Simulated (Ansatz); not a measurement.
This Ansatz (a quantum-chemistry and plane-wave program) input (MP2/cc-pV5Z) gives -40.43125 Eh with 311 basis functions.

Ansatz 0.2 input:
```yaml
crystal:
  periodic: [false, false, false]
  atoms:
    - {symbol: C, position_ang: [-0.12436341, -0.12441497, 0.13416410]}
    - {symbol: H, position_ang: [0.52707232, 0.48683615, 0.75743739]}
    - {symbol: H, position_ang: [-0.81834200, -0.67601933, 0.76699551]}
    - {symbol: H, position_ang: [0.47729704, -0.82634460, -0.44179986]}
    - {symbol: H, position_ang: [-0.68454017, 0.51702426, -0.54498481]}
basis:
  gaussian:
    orbitals: cc-pV5Z
magnetization: {spin_polarized: false}
correlation: {method: mp2, electrons: outside_noble_gas}
```

Change:
```diff
- orbitals: cc-pV5Z
+ orbitals: aug-cc-pVQZ
```

What does the run give now?

-40.42735 Eh (MP2/aug-cc-pVQZ, 264 functions), a change of +3.90 mEh.
